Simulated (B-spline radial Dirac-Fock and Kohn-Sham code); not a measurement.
A summary of the ionisation energies of argon (Z = 18) against charge, from relaxed Dirac-Fock hole states (ΔSCF) with Breit and QED corrections and a finite nucleus and from the NIST table. The largest relative steps of the computed values, from charge +5 on, come at Ar⁵⁺ (13 electrons left, 72.81 to 90.15 eV); Ar⁶⁺ (12 electrons left, 90.15 to 122.3 eV); Ar⁸⁺ (10 electrons left, 142.9 to 421.7 eV); Ar¹⁶⁺ (2 electrons left, 918.2 to 4119.3 eV). The median of |NIST − computed| / NIST over the 18 ions is 0.74 %.

| charge | computed (eV) | NIST (eV) |
| --- | --- | --- |
| 0 | 14.75 | 15.75961 |
| 1 | 27.40 | 27.62967 |
| 2 | 41.37 | 40.735 |
| 3 | 56.53 | 59.58 |
| 4 | 72.81 | 74.84 |
| 5 | 90.15 | 91.29 |
| 6 | 122.3 | 124.41 |
| 7 | 142.9 | 143.4567 |
| 8 | 421.7 | 422.6 |
| 9 | 482.3 | 479.76 |
| 10 | 545.9 | 540.4 |
| 11 | 612.4 | 619 |
| 12 | 681.8 | 685.5 |
| 13 | 754.1 | 755.13 |
| 14 | 849.9 | 855.5 |
| 15 | 918.2 | 918.375 |
| 16 | 4119.3 | 4120.666 |
| 17 | 4426.3 | 4426.224 |
